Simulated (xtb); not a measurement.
A run for xtb: GFN-FF on BGe2H7 (SMILES [GeH3][BH][GeH3]), a point of a torsion scan.

```
$ xtb mol.xyz --gfnff --sp --chrg 0 --uhf 0
10

Ge     1.71577101     0.20219589     0.24908940
B      0.12552885    -0.29701678    -0.84461667
Ge    -1.34237608    -1.45066049    -0.14465871
H      2.91692964    -0.63555103    -0.07136348
H      2.22677562     1.59896074     0.06959929
H      1.58497332     0.05101630     1.73239155
H      0.06547312     0.06813971    -1.95461844
H     -1.53097934    -2.72658698    -0.90799985
H     -2.70323289    -0.82632743    -0.21959869
H     -1.23747527    -1.90110734     1.27845328
```

Output:

```
[...]
           -------------------------------------------------
          |                Calculation Setup                |
           -------------------------------------------------



          ==================== Thresholds ====================
          CN  :   150.00000
          rep :   500.00000
          disp:  2500.00000
          HB1 :   250.00000
          HB2 :   450.00000

          Pauling EN used:
          Z : 1  EN :  2.20
          Z : 5  EN :  2.04
          Z :32  EN :  2.01
          electric field strengths (au): 0.000

           -------------------------------------------------
          |           Force Field Initialization            |
           -------------------------------------------------

          distances ...
          ----------------------------------------
          generating topology and atomic info file ...
          pair mat ...
          computing topology distances matrix with Floyd-Warshall algo ...
          making topology EEQ charges ...
          #fragments for EEQ constrain: 1
          ----------------------------------------
          generating topology and atomic info file ...
          pair mat ...
          computing topology distances matrix with Floyd-Warshall algo ...
          making topology EEQ charges ...
          #fragments for EEQ constrain: 1
          rings ...
          # BATM   42
          # H in HB   7
          doing iterative Hueckel for 1 subsystem(s) ...

  atom   neighbors  erfCN metchar sp-hybrid imet pi  qest     coordinates
    1  Ge      4    3.47   0.02         3    0    0   0.148    3.242337    0.382095    0.470711
    2  B       3    2.75   0.02         2    0    0  -0.179    0.237215   -0.561280   -1.596094
    3  Ge      4    3.47   0.02         3    0    0   0.148   -2.536723   -2.741351   -0.273365
    4  H       1    0.96   0.01         0    0    0  -0.027    5.512198   -1.201017   -0.134857
    5  H       1    0.96   0.01         0    0    0  -0.027    4.207996    3.021598    0.131524
    6  H       1    0.96   0.01         0    0    0  -0.027    2.995165    0.096407    3.273746
    7  H       1    0.96   0.01         0    0    0   0.047    0.123726    0.128765   -3.693694
    8  H       1    0.96   0.01         0    0    0  -0.027   -2.893132   -5.152503   -1.715871
    9  H       1    0.96   0.01         0    0    0  -0.027   -5.108370   -1.561533   -0.414981
   10  H       1    0.96   0.01         0    0    0  -0.027   -2.338489   -3.592572    2.415927

          #atoms :   10
          #bonds :   9
          #angl  :   15
          #tors  :   12
          #nmol  :   1
          #optfrag :   1
           -------------------------------------------------
          |                   G F N - F F                   |
          |          A general generic force-field          |
          |                  Version 1.0.3                  |
           -------------------------------------------------
          Number of HB bonds (bound hydrogen)     0
          Number of HB bonds (unbound hydrogen)   0
          Number of XB bonds                      0

 E+G (total)                   0 d,  0 h,  0 min,  0.000 sec
 distance/D3 list               ...        0 min,  0.000 sec (  0.788%)
 non bonded repulsion           ...        0 min,  0.000 sec ( 15.986%)
 dCN                            ...        0 min,  0.000 sec (  4.490%)
 EEQ energy and q               ...        0 min,  0.000 sec ( 13.403%)
 D3                             ...        0 min,  0.000 sec ( 14.703%)
 EEQ gradient                   ...        0 min,  0.000 sec (  5.982%)
 bonds                          ...        0 min,  0.000 sec (  8.520%)
Note: The following floating-point exceptions are signalling: IEEE_UNDERFLOW_FLAG IEEE_DENORMAL
normal termination of xtb
 bend and torsion               ...        0 min,  0.000 sec ( 13.553%)
 bonded ATM                     ...        0 min,  0.000 sec (  7.795%)
 HB/XB (incl list setup)        ...        0 min,  0.000 sec (  9.852%)

         :::::::::::::::::::::::::::::::::::::::::::::::::::::
         ::                     SUMMARY                     ::
         :::::::::::::::::::::::::::::::::::::::::::::::::::::
         :: total energy              -0.741149884232 Eh    ::
         :: gradient norm              0.032019013847 Eh/a0 ::
         ::.................................................::
         :: bond energy               -0.776224321327 Eh    ::
         :: angle energy               0.021744394300 Eh    ::
         :: torsion energy             0.000732082467 Eh    ::
         :: repulsion energy           0.029819174639 Eh    ::
         :: electrostat energy        -0.013120269523 Eh    ::
         :: dispersion energy         -0.004084617209 Eh    ::
         :: HB energy                  0.000000000000 Eh    ::
         :: XB energy                  0.000000000000 Eh    ::
         :: bonded atm energy         -0.000016327578 Eh    ::
         :: external energy            0.000000000000 Eh    ::
         :: add. restraining           0.000000000000 Eh    ::
         :: total charge               0.000000000000 e     ::
         :::::::::::::::::::::::::::::::::::::::::::::::::::::

           -------------------------------------------------
          |                Property Printout                |
           -------------------------------------------------

molecular dipole:
                 x           y           z       tot (Debye)
 q only:        0.002      -0.009       0.026       0.071

           -------------------------------------------------
          | TOTAL ENERGY               -0.741149884232 Eh   |
          | GRADIENT NORM               0.032019013847 Eh/α |
           -------------------------------------------------
########################################################################
[WARNING] Runtime exception occurred
-1- gfnff_setup: Could not read topology file.
########################################################################

------------------------------------------------------------------------
------------------------------------------------------------------------
 total:
 SCF:
```

The run finished.

Cost: about 0.020 core-seconds (a rough figure).
